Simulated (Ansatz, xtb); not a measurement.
**C4H6O2Si: 4 structures ranked**

4 gas-phase structures of C4H6O2Si, from a drawn sample of its isomers (lower ones may exist). Each was relaxed with GFN2-xTB; where two conformers were screened, the lower at r2SCAN-D4/def2-SVP is listed:

A. `O[Si@@H]1C=CC=CO1`, a singlet
B. `C=C[SiH]1OC=CO1`, a singlet
C. `C#CC(=C)O[SiH2]O`, a singlet
D. `C=C1CC(=O)O[SiH2]1`, a singlet

Task: Which do you expect lowest at r2SCAN-D4/def2-SVP, and how would the others follow?

Result: Calculated order at r2SCAN-D4/def2-SVP: A (0.0), D (91.9), B (118.5), C (227.4) kJ/mol.

Energies above the lowest of each column, in kJ/mol; the last columns are at B3LYP-D3(BJ)/def2-SVP geometries and were run for some of them only (a dash: not run or not comparable):

```json
{"structure": "A", "GFN2-xTB": "0.0", "HF/STO-3G": "7.7", "r2SCAN-D4/def2-SVP": "0.0", "B3LYP-D3(BJ)/def2-SVP": "0.0", "CCSD(T)/def2-SVP + ΔMP2/def2-TZVPP": "0.0"}
{"structure": "D", "GFN2-xTB": "62.3", "HF/STO-3G": "0.0", "r2SCAN-D4/def2-SVP": "91.9", "B3LYP-D3(BJ)/def2-SVP": "94.7", "CCSD(T)/def2-SVP + ΔMP2/def2-TZVPP": "119.3"}
{"structure": "B", "GFN2-xTB": "77.9", "HF/STO-3G": "29.0", "r2SCAN-D4/def2-SVP": "118.5", "B3LYP-D3(BJ)/def2-SVP": "115.5", "CCSD(T)/def2-SVP + ΔMP2/def2-TZVPP": "114.5"}
{"structure": "C", "GFN2-xTB": "124.1", "HF/STO-3G": "279.5", "r2SCAN-D4/def2-SVP": "227.4", "B3LYP-D3(BJ)/def2-SVP": "–", "CCSD(T)/def2-SVP + ΔMP2/def2-TZVPP": "–"}
```

CCSD(T)/def2-SVP + ΔMP2/def2-TZVPP puts A lowest of those it was run on; HF/STO-3G picks D. CCSD(T)/def2-SVP + ΔMP2/def2-TZVPP orders those it was run on as A (0.0), B (114.5), D (119.3) kJ/mol. Flexible structures stand in one conformer each, not always the lowest. Frequencies (GFN2-xTB) were run for A, B, D alone. The ΔMP2 step shifts differences by up to 34.8 kJ/mol, which makes them less sure. ΔMP2 is the change of the MP2 energy from the smaller to the larger basis.

Over these structures GFN2-xTB departs from r2SCAN-D4/def2-SVP by 29.9 kJ/mol on average once a common shift is removed. A GFN2-xTB relaxation took about 0.11 s and the r2SCAN-D4/def2-SVP energy about 1.6 s on a shared host (Ansatz 0.2.0, xtb 6.7.1).
